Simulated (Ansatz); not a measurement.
The cluster ZnB₇⁻, relaxed as a singlet with RKS PBE0-D4/def2-SVPD in Ansatz, starting from the GFN1-xTB geometry. Force threshold 0.02 eV/Å.

The restricted singlet is unstable towards broken spin symmetry at other levels; at PBE0-D4/def2-SVPD this wasn't settled. Another isomer (singlet) lies 1.41 eV lower at PBE0-D4/def2-TZVPD; other spin states weren't run for this one.

Start:

```tsv
atom	x (Å)	y (Å)	z (Å)
Zn1	0.7277	2.1137	1.2830
B2	-0.3561	0.3353	-1.1139
B3	-0.0987	2.0234	-1.0357
B4	0.3070	-2.0272	1.6057
B5	-0.1734	-0.9145	-0.1324
B6	0.4522	-0.4941	1.4179
B7	-0.6096	1.4214	-2.2684
B8	-0.2491	-2.4581	0.2438
```

Estimate the energy that the relaxation releases and the steps that it takes.

50.2 kcal/mol, in 16 steps; 57 s on 4 threads of Intel Xeon Platinum 8259CL on a shared host. No frequencies were taken in this run, so the end may be a saddle point.

Does the start keep its bonding and symmetry?

Bonds formed: Zn1–B2, Zn1–B5, Zn1–B6, B6–B8 (atoms count from 1). Point group Cs at the start, Cs at the end, both within 0.05 Å.

Predict the relaxed structure.


```xyz
8

Zn    0.448    1.284    0.764
B    -0.401    0.509   -1.311
B    -0.035    2.224   -0.936
B     0.427   -2.145    2.001
B    -0.199   -0.761   -0.269
B     0.422   -0.709    1.445
B    -0.582    1.704   -2.264
B    -0.080   -2.105    0.570
```
Bond lengths: 9 × B–B 1.52 to 1.82 Å; 4 × B–Zn 2.00 to 2.38 Å.
